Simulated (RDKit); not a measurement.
RDKit input (UFF):

```python
from rdkit import Chem
from rdkit.Chem import AllChem, rdDetermineBonds

mol = Chem.MolFromXYZFile('mol.xyz')
rdDetermineBonds.DetermineBonds(mol, charge=0)
print('SMILES', Chem.MolToSmiles(Chem.RemoveHs(mol)))
ff = AllChem.UFFGetMoleculeForceField(mol)
e0 = ff.CalcEnergy()
flag = ff.Minimize(maxIts=5000, forceTol=1e-5)
print(f'energy {e0:.4f} -> {ff.CalcEnergy():.4f} kcal/mol, converged: {flag == 0}')
print(Chem.MolToXYZBlock(mol))
```
mol.xyz:
```
3

S     -0.00000000    -0.00000000    -1.55270800
C      0.00000000     0.00000000     0.00000000
S      0.00000000     0.00000000     1.55270800
```

Output:

```
[00:13:26] UFFTYPER: Unrecognized charge state for atom: 0
[00:13:26] UFFTYPER: Unrecognized atom type: S_1+6 (0)
SMILES [S+]#C[S-]
energy 15.2792 -> 0.0000 kcal/mol, converged: True
3

S      0.000000    0.000000   -1.552708
C      0.000000    0.000000   -0.111667
S      0.000000    0.000000    1.664375
```

The geometry given is a B3LYP-D3(BJ)/def2-TZVP minimum.
